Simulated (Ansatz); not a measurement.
Born–Oppenheimer molecular dynamics of ClGaH₂ (4 atoms, charge 0, multiplicity 1). It starts at the highest image of a converged band, a first-order saddle point between two minima.

These are results of Ansatz, RKS B3LYP-D4/def2-SVP, not measurements.

- ensemble: NVE (velocity Verlet)
- time step: 0.5 fs
- steps asked: 200
- starting velocities drawn for: 300 K
- seed: 9546

First frame:

```xyz
4
Properties=species:S:1:pos:R:3
Ga 0.249 0.000 -0.550
Cl 1.307 0.000 1.829
H 1.734 0.000 0.191
H -1.333 0.000 -0.339
```

(1) How far do the bonds stretch over the last three quarters of this one trajectory? (Pairs bonded in most of those frames.)

Results:

(1) 
```tsv
bond	mean (Å)	spread (Å)	shortest	longest
Ga1–H4	1.693	0.016	1.67	1.72
Cl2–H3	1.310	0.074	1.20	1.42
```

Pairs bonded in part of these frames only: Ga1–Cl2 17 %.

Mean temperature of the second half: 1427 K. The conserved energy stayed within 0.52 meV per atom of its start (net change -0.0095 meV per atom), so the integration is sound. The kinetic energy rose, since the run started high on the potential surface and went downhill. It ends in pieces (ClH + GaH), so much of that is their flight and rotation, not heat. A run of 0.1 ps of so small a system gives no equilibrium averages. The orbitals stay closed-shell, which can raise the energy where a bond breaks towards radicals; this wasn't checked here.

Time of the run: 3.8 min on 1 thread of Intel(R) Xeon(R) Platinum 8488C (Sapphire Rapids) (shared host), peak memory 0.13 GiB.
